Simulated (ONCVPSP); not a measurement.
## Configuration tests for rubidium (ONCV)

* Element: Rb (Z = 37)
* Generator: ONCVPSP 4.0.1
* Type: optimised norm-conserving Vanderbilt (ONCV)
* Functional: PBE
* Relativity: fully relativistic
* Frozen core: [Ar] 3d10
* Valence charge: 9
* Reference configuration: 4s2 4p6 5s1
* Partial waves: 4s+5s: rc 2.65 bohr, ncon 5, nbas 10, qcut 4.6 1/bohr, 2 projectors; 4p: rc 1.60 bohr, ncon 4, nbas 8, qcut 6.1 1/bohr, 2 projectors, debl 1.2 Ha; d scattering state at 0.27 Ha: rc 1.60 bohr, ncon 3, nbas 7, qcut 6.2 1/bohr, local; f scattering state at 0.12 Ha: rc 2.30 bohr, ncon 5, nbas 10, qcut 5.1 1/bohr, 2 projectors, debl 2.9 Ha
* Local potential: the d channel
* Core correction: polynomial model core, fcfact 0.5

Open shells are filled in proportion to 2j + 1.

Energies are relative to the spin-unpolarised reference configuration 4s2 4p6 5s1; without spin polarisation the order of configurations can differ from experiment. The d channel is local and has no spin–orbit splitting in the pseudo-atom.

Task: Give the all-electron excitation energy and the error of the potential for: 4s2 4p6 5s0; 4s2 4p6 5s0.5; 4s2 4p6 5s0 5p1; 4s1 4p6 5s1.

Result:

```json
{"valence configuration": "4s2 4p6 5s0", "charge": "+1", "ΔE all-electron (eV)": "4.153", "error AE − PS (meV)": "-0.3"}
{"valence configuration": "4s2 4p6 5s0.5", "charge": "+0.5", "ΔE all-electron (eV)": "1.578", "error AE − PS (meV)": "0.0"}
{"valence configuration": "4s2 4p6 5s0 5p1", "charge": "0", "ΔE all-electron (eV)": "1.519", "error AE − PS (meV)": "-0.3"}
{"valence configuration": "4s1 4p6 5s1", "charge": "+1", "ΔE all-electron (eV)": "37.727", "error AE − PS (meV)": "-223"}
```

Levels in the configuration 4s2 4p6 5s0.5:

```tsv
level	all-electron (eV)	pseudo (eV)
4s j=1/2	-34.543	-34.548
4p j=3/2	-18.321	-18.321
4p j=1/2	-19.203	-19.203
5s j=1/2	-4.121	-4.121
```

These tests converged, but a pseudo level misses the all-electron one widely, so the file describes the atom poorly there or has found another state: 4s2 4p6 5s0 5p1: empty 5s by 3.1 eV.
